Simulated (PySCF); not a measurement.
# What a mistake does to a calculation on AlBCH6Si

All numbers below are calculated, not measured. The program is PySCF 2.14.0, an open-source quantum chemistry code, run on an isolated molecule that a program drew, which may never have been made. The molecule is AlBCH6Si (charge 0, singlet), drawn as the SMILES string `B[CH]([AlH2])[SiH]`.

Each row is a Hartree-Fock (HF) and frozen-core CCSD(T) single point in the cc-pV(D+d)Z basis, meant for a local HF minimum. Run 1 is clean. Each other run has one planted mistake out of seven kinds, and not every kind appears here: one electron removed, one electron added, multiplicity raised by two, geometry at a saddle point, minimal basis STO-3G, one bond length entered in bohr, all coordinates scaled. The reference is restricted for singlets and unrestricted otherwise, and also for a bond in bohr. Adding or removing an electron swaps singlet and doublet. Electrons count all cores. HOMO and LUMO are orbital energies over both spins, the gradient is its largest component, and the lowest frequency (negative if imaginary) is given only where the gradient is small. Bond lengths are over the 9 bonds as drawn. T1 is the CCSD diagnostic: over 0.02 (restricted) or 0.045 (unrestricted) a single reference is doubtful.

Geometry of the clean run:
```xyz
10
AlBCH6Si, angstrom
B     0.1271    0.1291   -0.6538
C     1.0746   -0.0583    0.5559
Al    0.0253    0.7044    2.0643
Si    2.6722    0.9280    0.3472
H    -0.2437   -0.8214   -1.2908
H    -0.2670    1.2197   -0.9751
H     1.3032   -1.1007    0.7927
H    -0.4083    2.2173    2.0859
H    -0.3418   -0.2748    3.2449
H     2.0462    2.2553   -0.0392
```

```
run,electrons,basis functions,<S^2>,HOMO (eV),LUMO (eV),gradient (hartree/bohr),lowest frequency (cm^-1),mean bond (Å),longest bond (Å),T1,HF (hartree),CCSD(T) (hartree),mistake
1,44,104,0.000,-8.69,0.34,3.9e-05,60,1.5105,1.989,0.0167,-596.83363,-597.28908,no fault
2,43,104,0.760,-15.78,-6.58,6.8e-02,-,1.5105,1.989,0.0205,-596.55468,-596.97826,one electron removed
3,44,104,0.000,-8.80,0.18,4.4e-02,-,1.6253,2.141,0.0177,-596.79601,-597.25839,all coordinates scaled
4,44,104,2.007,-7.58,0.03,2.9e-02,-,1.5105,1.989,0.0183,-596.80054,-597.23144,multiplicity raised by two
5,44,104,1.011,-8.07,-0.23,4.3e-02,-,1.6972,3.570,0.0715,-596.73609,-597.16007,?
```

**Which mistake was planted in run 5, and what did it cost?**

The mean bond changes by a factor of 1.124 and the longest by 1.795, so the molecule wasn't scaled as a whole. A length L in bohr read as angstrom grows by (1/0.5292 - 1) L = 0.890 L. The 9 bonds together grew by 9 x 0.1867 = 1.680 Å, which gives L = 1.889 Å. That is bond C2-Si4, 1.889 Å in the clean geometry. So the mistake is: one bond length entered in bohr. Subtracting run 1 and multiplying by 627.51 kcal/mol a hartree, the energy moved by 61.2 kcal/mol in HF and 81.0 kcal/mol in CCSD(T).

Cautions from the logs. Run 5: T1 is over the limit, so its CCSD(T) energy is less reliable.
